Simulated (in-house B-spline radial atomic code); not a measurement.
# Ionising Ta61+ with different functionals

Computed with a radial B-spline atomic code at the basis-set limit: scalar-relativistic (spin-free X2C) Hamiltonian, Fermi nucleus of rms radius 5.3507 fm, spin-polarised at highest spin, spherical fractional occupations for the functionals. The ionisation energy is the difference of two self-consistent energies, [Ne] 3s2 → [Ne] 3s1, without Breit or QED terms; ε is the level of the shell that loses the electron (its least bound occupied spin orbital). There is no spin-orbit coupling in this Hamiltonian.

```
 method                    rung  ΔSCF (eV)  -ε(3s) (eV)
   AM05                     GGA     6779.5       6727.6
   SCAN                meta-GGA          ?            ?
   PBE0           global hybrid     6784.1       6742.9
 M06-2X           global hybrid          ?            ?
  HSE06  range-separated hybrid     6784.5       6743.1
LC-wPBE  range-separated hybrid     6786.7       6738.1
```

(1) What does M06-2X give?

(2) What does SCAN give?

(3) Among the functionals, which spreads more, the ΔSCF values or the orbital energies?

(4) How do they compare with the NIST value?

Results:

(1) ΔSCF 6782.9 eV, and -ε(3s) = 6752.9 eV.

(2) ΔSCF 6777.2 eV, and -ε(3s) = 6732.3 eV.

(3) The orbital energies: ΔSCF values span about 9.5 eV and the orbital energies 25.3 eV.

(4) NIST lists 6769 eV ± 12 (tabulated theory, ground level to ground level). Errors run from +8.2 to +17.7 eV; all lie within about twice that uncertainty, so the table can't rank the methods.
